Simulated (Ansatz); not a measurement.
The cluster Al3Ru2⁻, relaxed as a singlet with RKS PBE-D4/def2-SVPD in Ansatz, starting from the GFN1-xTB geometry. Force threshold 0.02 eV/Å.

In the def2 sets Ru takes a core potential; there is no spin–orbit coupling. The restricted singlet is unstable towards broken spin symmetry at other levels; at PBE-D4/def2-SVPD this wasn't settled. The highest occupied level of the charge -1 singlet lies above zero (up to 0.21 eV). The electron is either unbound and held by the finite basis, or the level is raised by self-interaction error. The relaxation made no stability test and no search for a lower SCF solution. The structure comes from a short search, and lower isomers may exist.

Start:

```xyz
5

Ru    0.751   -1.249    0.011
Ru   -1.410   -0.361    0.101
Al   -0.075    0.026   -2.231
Al    0.552    1.354   -0.094
Al    0.182    0.229    2.213
```

Question: Estimate the energy that the relaxation releases and the steps that it takes.

Answer: 176.5 kJ/mol, in 17 steps; 36 s on 4 threads of Arm Neoverse V1 on a shared host. No frequencies were taken in this run, so the end may be a saddle point.

Question: Does the start keep its bonding and symmetry?

Answer: Bonds lost: Al3–Al4, Al4–Al5 (atoms count from 1). Point group C2v at the start, D3h at the end, both within 0.05 Å.

Question: Predict the relaxed structure.

Answer: 
```xyz
5

Ru    1.3401   -0.5424   -0.0551
Ru   -1.3401    0.5424    0.0551
Al   -0.4424   -0.9359   -1.5489
Al    0.6932    1.7251   -0.1199
Al   -0.2508   -0.7892    1.6688
```
Bond lengths (bridged metal pairs left out): 6 × Al–Ru 2.36 Å; 1 × Ru–Ru 2.89 Å.
